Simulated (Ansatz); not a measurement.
`SS[SiH2]Cl`. Charge 0, multiplicity 1. The geometry is a stationary point of PBE0-D4/def2-TZVP. It is one conformer, not always the lowest.

```xyz
7

S    -1.782    0.318    1.239
S    -1.360   -0.087   -0.741
Si    0.742    0.230   -0.647
Cl    1.667   -1.203    0.494
H    -1.548   -0.914    1.727
H     1.244    0.114   -2.036
H     1.038    1.541   -0.036
```

(1) What is the dipole moment at ωB97M-V/def2-TZVPP? (An estimate is asked.)

(2) And with PBE, r2SCAN, B3LYP? (An estimate is asked.)

(3) Give the Mulliken charges with ωB97M-V, B3LYP, r2SCAN in def2-TZVPP. (An estimate is asked.)

Results:

(1) Computed: 0.22 D, with components (0.14, 0.17, -0.05) D in this frame, pointing from negative to positive charge.

(2) Ansatz gave: PBE 0.14 D, r2SCAN 0.18 D, B3LYP 0.22 D.

(3) Computed: 
```csv
atom,ωB97M-V,B3LYP,r2SCAN
S1,-0.12,-0.11,-0.10
S2,-0.14,-0.16,-0.17
Si3,0.33,0.48,0.52
Cl4,-0.21,-0.24,-0.25
H5,0.14,0.13,0.12
H6,-0.01,-0.05,-0.06
H7,0.00,-0.04,-0.05
```

B3LYP here is the variant with VWN-RPA as its local correlation; programs differ in this.
